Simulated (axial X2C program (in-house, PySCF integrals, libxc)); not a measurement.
Curves of TeBr by EOM-IP-CCSD

Computed with an in-house all-electron X2C program for linear molecules (integrals from PySCF): two-component X2C with atomic mean-field Coulomb and Gaunt terms, Gaussian nuclei, basis Te dyall-acv3z, Br dyall-acv3z with contracted cores.

Energies in eV from the lowest point of the lowest state; states are followed by energy order within each Ω. Reference: TeBr⁻, 14 electrons correlated in 92 virtual spinors with an MP2 remainder; levels at this size can be off by some tenths of an eV. Masses 129.906 and 78.918 u.

| R (Å) | (1)Ω=3/2 | (1)Ω=1/2 | (2)Ω=3/2 | (2)Ω=1/2 | (3)Ω=1/2 |
| --- | --- | --- | --- | --- | --- |
| 2.398 | 0.0449 | 0.5312 | 3.9473 | 4.2516 | 4.6517 |
| 2.503 | 0.0000 | 0.4906 | 3.5208 | 3.8240 | 4.2998 |
| 2.607 | 0.0911 | 0.5849 | 3.2546 | 3.5571 | 4.0550 |
| 2.724 | 0.2979 | 0.7926 | 3.0774 | 3.3799 | 3.8612 |
| 2.842 | 0.5719 | 1.0621 | 2.9753 | 3.2796 | 3.7205 |
| 2.998 | 0.9923 | 1.4587 | 2.8911 | 3.2024 | 3.5805 |

Question: Fit the curves (1)Ω=3/2, (1)Ω=1/2 near their minima.

Answer: At EOM-IP-CCSD from TeBr⁻ (the fit fixes ωe to about one per cent; ωe of higher roots by this method can be off by ten per cent):

```json
{"state": "(1)Ω=3/2", "Te (cm⁻¹)": "0", "Re (Å)": "2.479", "ωe (cm⁻¹)": "274.3"}
{"state": "(1)Ω=1/2", "Te (cm⁻¹)": "3950", "Re (Å)": "2.476", "ωe (cm⁻¹)": "274.3"}
```

For TeBr⁻ at CCSD, and between the minima:

Re = 2.627 Å, ωe = 203.8 cm⁻¹; removing the electron costs 2.386 eV without zero-point terms.

No minimum in range: (2)Ω=3/2, (2)Ω=1/2, (3)Ω=1/2; the order of states may turn beyond it. T1 of the reference reaches 0.016 (Lee–Taylor). Curves followed by order can swap character. Number of frozen shells: Te 4 s, 3 p, 2 d; Br 3 s, 2 p, 1 d. Roots with under 60 % one-particle weight at any point are counted in the labels but not shown, and the list ends where the roots sought for some Ω run out; states that need a further excitation are missing and may lie low or lowest. Curves with a minimum but no constants failed the fit check.
